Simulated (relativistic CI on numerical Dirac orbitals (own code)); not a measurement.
## Radial parameters of Ce⁴²⁺

Computed by Dirac-Coulomb-Breit CI, separate exchange-only KLI orbitals for each configuration, model QED (radiative potential, 1s self-energy scaled to tabulated hydrogen-like ionisation energies), unscaled Slater integrals (own radial code, finite nucleus).

Slater integrals F^k, G^k are unscaled and averaged over j, outside the closed core [Ne]; ζ comes from projecting the Hamiltonian with its Breit term on Σ l·s of the shell.

- 3s2.3p4: F^2(3p,3p) = 400060, ζ(3p) = 597270 cm⁻¹; <r>(3p) = 0.2463, <r^2>(3p) = 0.0701 (bohr units).
- 3s.3p5: G^1(3s,3p) = 504980, ζ(3p) = 597080 cm⁻¹; <r>(3s) = 0.2535, <r^2>(3s) = 0.07327, <r>(3p) = 0.2465, <r^2>(3p) = 0.0702 (bohr units).
- 3s2.3p3.3d: F^2(3p,3p) = 399710, ζ(3p) = 596600, F^2(3p,3d) = 402440, G^1(3p,3d) = 420150, G^3(3p,3d) = 283510, ζ(3d) = 80612 cm⁻¹; <r>(3p) = 0.2466, <r^2>(3p) = 0.07023, <r>(3d) = 0.2179, <r^2>(3d) = 0.05479 (bohr units).

Averages of the first 10 configurations, taken without configuration mixing, which lowers the lowest level and can move excited configurations by several eV; other configurations of the list can lie among them:

```csv
Configuration,Parity,States,Average energy above the lowest level (eV)
3s2.3p4,even,15,83.9
3s.3p5,odd,12,298.4
3s2.3p3.3d,odd,200,313.7
3p6,even,1,530.2
3s.3p4.3d,even,300,520.8
3p5.3d,odd,60,745.2
3s.3p3.3d2,odd,1800,749.9
3s2.3p2.3d.4p,odd,900,1857.0
3p5.4s,odd,12,1979.6
3s.3p3.3d.4s,odd,800,1974.4
```
